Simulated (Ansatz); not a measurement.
`CC1(F)BO1` + H₂Se → `C[SeH]` + `FC1BO1` at 400 K and 1 bar (substitution at a C–C bond).

Program: Ansatz. Geometries: PBE0-D4/def2-TZVP. ΔE: electronic, gas phase. CCSD(T)/CBS is the MP2 limit (def2-TZVPP, def2-QZVPP) plus CCSD(T) − MP2 in def2-TZVPP, frozen cores. For Se outer-core shells are correlated without core-valence functions, which leaves a few kJ/mol of doubt a bond. Scalar relativity is left out up to krypton.

```tsv
species	CCSD(T)/CBS energy (Eh)	H − E (kJ/mol)	S (J/(mol·K))
`CC1(F)BO1`	-278.25955	189.9	324.0
H₂Se	-2401.89790	49.4	229.5
`C[SeH]`	-2441.15625	135.4	284.5
`FC1BO1`	-238.98850	111.0	285.7
```

H − E and S are ideal-gas, rigid-rotor, harmonic terms from PBE0-D4/def2-TZVP, for one conformer and one mirror image of each species. 1 Eh = 2625.50 kJ/mol, R = 8.31446 J/(mol·K).

By hand: ΔE, ΔH, ΔS and ΔG.

ΔE = (-2441.15625) + (-238.98850) − (-278.25955) − (-2401.89790) = 0.01270 Eh = 33.3 kJ/mol. Δ(H − E) = 135.4 + 111.0 − 189.9 − 49.4 = 7.1, so ΔH = 40.4 kJ/mol. ΔS = 284.5 + 285.7 − 324.0 − 229.5 = 16.7 J/(mol·K). ΔG = 40.4 − 400 × (16.7)/1000 = 33.7 kJ/mol.

By hand: the equilibrium constant, and the temperature at which ΔG would vanish if ΔH and ΔS stayed fixed.

log₁₀ K = −ΔG/(RT ln 10) = -4.4. ΔG = 0 at ΔH/ΔS = 2419 K, though so small a ΔS makes that figure unsure.

ΔH outweighs TΔS. A doubt of 5 kJ/mol in ΔE shifts log₁₀ K by 0.7 here. Other conformers and mirror images would add mixing entropy, several J/(mol·K) or more a flexible species. These are equilibria of isolated gas molecules and say nothing of rates. Largest T1 diagnostic: 0.016 (customary marks: 0.02 for closed shells, 0.045 for open ones).
